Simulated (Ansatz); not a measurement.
Be2N2H6⁺, that is (HBe-mu-NH2)2 with one electron fewer. The state is a doublet with charge 1. Geometry PBE0-D4/def2-TZVP, that of the neutral singlet; atoms count from 1.

```xyz
10

Be    0.5272   -0.9442   -0.3016
H     0.8841   -2.1134   -0.8906
N     0.7205    0.6711   -0.7486
Be   -0.7604    0.8246    0.0449
H    -1.8372    1.6250   -0.1586
N    -0.5262   -0.5715    0.9624
H     0.8387    0.9462   -1.7136
H     1.4737    1.1185   -0.2335
H    -1.2935   -1.1792    1.2132
H    -0.0267   -0.3771    1.8259
```

(1) Estimate the Mulliken populations from the PBE0/def2-TZVP orbitals of Ansatz.

(2) Where does the spin sit?

(3) And the Mayer bond orders between heavy atoms (over 0.3)?

## Answers

(1) 
```csv
atom,charge (e),spin (α − β)
Be1,0.17,0.09
H2,0.10,0.28
N3,-0.34,0.14
Be4,0.17,0.09
H5,0.10,0.28
N6,-0.34,0.14
H7,0.29,0.00
H8,0.28,0.00
H9,0.29,0.00
H10,0.28,0.00
```
Mulliken values depend strongly on the basis.

(2) Summed by element: Be 0.18, H 0.55, N 0.28, of 1 unpaired in all. Largest on single atoms: H5 0.28, H2 0.28, N3 0.14.

(3) Be1–N3 0.83 (1.69 Å); Be1–N6 0.83 (1.69 Å); N3–Be4 0.83 (1.69 Å); Be4–N6 0.83 (1.69 Å).
